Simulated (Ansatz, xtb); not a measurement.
C4H4ClFO2: 6 structures ranked

6 gas-phase structures of C4H4ClFO2, from a drawn sample of its isomers (lower ones may exist). Each was relaxed with GFN2-xTB; where two conformers were screened, the lower at r2SCAN-D4/def2-SVP is listed:

A. `C=C(C(=O)O)[C@H](F)Cl`, a singlet
B. `O=C(O)/C=C(\F)CCl`, a singlet
C. `O=C1OC[C@@H]1[C@H](F)Cl`, a singlet
D. `O=C1C[C@@H]([C@@H](F)Cl)O1`, a singlet
E. `O=CO/C=C(/F)CCl`, a singlet
F. `O=C1CO[C@]1(F)CCl`, a singlet

Task: Estimate their order in r2SCAN-D4/def2-SVP energy at these geometries, lowest first.

Result: Calculated order at r2SCAN-D4/def2-SVP: B (0.0), A (0.5), D (6.0), C (7.9), E (18.1), F (25.9) kcal/mol. Less than 1 kcal/mol parts B and A, so the order within that pair means little. CCSD(T)/def2-SVP + ΔMP2/def2-TZVPP after further relaxation puts A lowest instead.

Energies above the lowest of each column, in kcal/mol; the last columns are at B3LYP-D3(BJ)/def2-SVP geometries and were run for some of them only (a dash: not run or not comparable):

| structure | GFN2-xTB | HF/STO-3G | r2SCAN-D4/def2-SVP | B3LYP-D3(BJ)/def2-SVP | CCSD(T)/def2-SVP + ΔMP2/def2-TZVPP |
| --- | --- | --- | --- | --- | --- |
| B | 2.6 | 23.1 | 0.0 | 0.0 | 1.5 |
| A | 4.2 | 26.3 | 0.5 | 0.0 | 0.0 |
| D | 0.0 | 0.0 | 6.0 | 7.8 | 7.2 |
| C | 0.6 | 2.3 | 7.9 | 9.4 | 9.0 |
| E | 9.2 | 26.5 | 18.1 | – | – |
| F | 17.8 | 10.3 | 25.9 | – | – |

CCSD(T)/def2-SVP + ΔMP2/def2-TZVPP puts A lowest of those it was run on; GFN2-xTB picks D, HF/STO-3G picks D, r2SCAN-D4/def2-SVP picks B. CCSD(T)/def2-SVP + ΔMP2/def2-TZVPP orders those it was run on as A (0.0), B (1.5), D (7.2), C (9.0) kcal/mol. Some further structures that were screened fall inside this span and aren't listed. Flexible structures stand in one conformer each, not always the lowest. Frequencies (GFN2-xTB) were run for A, B, C, D alone. ΔMP2 is the change of the MP2 energy from the smaller to the larger basis.

Over these structures GFN2-xTB departs from r2SCAN-D4/def2-SVP by 4.8 kcal/mol on average once a common shift is removed. A GFN2-xTB relaxation took about 0.078 s and the r2SCAN-D4/def2-SVP energy about 1.8 s on a shared host (Ansatz 0.2.0, xtb 6.7.1).
